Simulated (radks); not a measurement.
Coherent X-ray form factor from a spherical all-electron density. All-electron calculation, scalar-relativistic Kohn-Sham, Slater X-alpha with alpha = 0.688, spin-polarised, spherical densities, finite nucleus; Fermi nuclear charge, rms radius of each element as measured or else 0.836 A^(1/3) + 0.57 fm. Program: a radial shooting solver on a logarithmic mesh with Libxc functionals.

sin(theta)/lambda (1/angstrom)  f0 (electrons)
0.05                                    64.395
0.1                                     62.673
0.15                                    60.075
0.2                                     56.922
0.25                                    53.526
0.3                                     50.134
0.4                                     43.917
0.5                                     38.707
0.6                                     34.369
0.8                                     27.539
1                                       22.615
1.25                                    18.591
1.5                                     16.074
2                                       12.568

The species is in the configuration that NIST lists as its ground one. Which atom or ion scatters so?

Answer. The erbium ion Er3+, [Xe] 4f11. Extrapolating in s^2 from the first two rows gives f0(0) = 65.0, near the electron count 65; among species with that count, the fall with angle is slower the higher Z, and the table is that of Z = 68; from so few rows the species is fixed only to a neighbour or two.
